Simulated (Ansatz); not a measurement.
Reaction (substitution at a C–O bond): `NC(O)(F)O[SiH3]` + H–F → `NC(O)(F)F` + `O[SiH3]`

Isolated molecules relaxed with PBE0-D4/def2-TZVP in Ansatz; ΔE leaves out vibrations. CCSD(T)/CBS adds triple-zeta CCSD(T) − MP2 to the extrapolated MP2 energy (def2 sets, frozen cores). This one scheme is used for every species. Functionals use def2-TZVPP. B3LYP here is the variant with VWN-RPA as its local correlation; programs differ in this. One conformer a species, not always the lowest.

```tsv
level	ΔE (kJ/mol)	difference from CCSD(T)/CBS
r2SCAN-D4	-4.3	-12.0
B3LYP-D4	0.1	-7.6
ωB97M-V	-0.8	-8.5
PBE	-8.4	-16.1
B3LYP	-10.5	-18.2
SCS-MP2/def2-TZVPP	3.5	-4.2
HF/def2-QZVPP	-12.2	-19.9
MP2/def2-QZVPP	9.9	2.2
SCS-MP2/def2-QZVPP	5.3	-2.4
HF/CBS(def2)	-12.2	-19.9
CCSD(T)/CBS	7.7	0
```

Largest T1 diagnostic among the species: 0.011.

In def2-TZVPP, CCSD(T) changes the Hartree–Fock value by +16.9 kJ/mol (the triples alone add +2.1 kJ/mol) and MP2 by +20.4 kJ/mol. The D4 term adds +10.6 kJ/mol with B3LYP and +6.0 kJ/mol with PBE0; it sums over pairs of atoms, weighted by their polarisabilities, and B3LYP, whose exchange is more repulsive, gets the larger term.
